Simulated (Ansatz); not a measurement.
A nudged elastic band was laid between two geometries of BrH + Cl3F2HOW (10 atoms, charge 0, multiplicity 1).

Theory: Ansatz, RKS PBE/def2-SVP.

- movable images: 5
- climbing image: yes
- spring: 5.0 eV/Å²
- optimiser: quadratic models (default)
- start path: through a guess of the saddle point
- force threshold: 0.05 eV/Å
- iteration limit: 60
- end points: relaxed

Image 0:

```xyz
10
Properties=species:S:1:pos:R:3
W -0.027 -0.420 -0.091
O -0.539 -0.451 1.698
H -0.917 0.215 2.338
Cl 2.177 0.061 0.480
F -0.477 1.442 -0.027
Cl -2.192 -0.951 -0.766
F 0.406 -2.235 -0.128
Cl 0.519 -0.062 -2.320
Br -1.656 2.332 2.879
H -1.234 2.450 1.496
```

Image 6:

```xyz
10
Properties=species:S:1:pos:R:3
W -0.411 0.404 -0.591
O 0.071 -0.063 3.332
H -0.235 -0.858 2.855
Cl 1.564 0.999 0.433
F -0.192 1.769 -1.853
Cl -2.387 -0.220 -1.642
F -0.672 -0.975 0.666
Cl 0.751 -1.075 -1.952
Br -1.671 1.956 0.875
H -0.757 0.443 3.436
```

What changes between the two ends?

Bonds broken: W1–O2, Br9–H10. Bonds formed: W1–Br9, O2–H10. BrH + Cl3F2HOW becomes BrCl3F2W + H2O.

What energy profile does the band end with?

The forces met the threshold. The highest image is number 4 of 0 to 6, 92.7 kJ/mol above the first end and 51.0 kJ/mol above the last; the last end lies 41.7 kJ/mol above the first. A vibrational analysis at the climbing image gives one clearly imaginary mode, 591i cm⁻¹: a first-order saddle point. The orbitals stay closed-shell, which can raise the energy where a bond breaks towards radicals; this wasn't checked here.

```
image  path coordinate (Å)  energy (kJ/mol)  W1–O2 (Å)  Br9–H10 (Å)  W1–Br9 (Å)
    0                 0.00              0.0       1.86         1.45        4.36
    1                 1.21             18.0       1.85         1.44        4.79
    2                 2.42             20.5       1.91         1.45        4.95
    3                 3.64             35.3       1.92         1.45        4.15
    4                 4.85             92.7       2.05         1.63        3.26
    5                 6.63             70.0       3.10         2.74        2.53
    6                 8.42             41.7       3.98         3.11        2.48
```

What is the geometry of the highest image?


```xyz
10
Properties=species:S:1:pos:R:3
W -0.142 0.102 -0.053
O -0.568 -0.117 1.941
H -0.796 -1.017 2.255
Cl 1.884 0.901 0.685
F -0.285 1.638 -1.115
Cl -2.397 -0.193 -0.454
F 0.085 -1.746 0.339
Cl 0.691 -0.735 -2.052
Br -1.335 2.536 1.751
H -1.076 1.012 2.261
```

What are the harmonic wavenumbers there?

591i, 45, 51, 73, 99, 111, 169, 182, 220, 250, 266, 298, 349, 359, 372, 402, 502, 594, 628, 662, 720, 929, 1307, 3650 cm⁻¹.

Time of the run: 5.3 min on 4 threads of Intel(R) Xeon(R) 6975P-C (Granite Rapids), with other jobs on the host, peak memory 0.54 GiB.
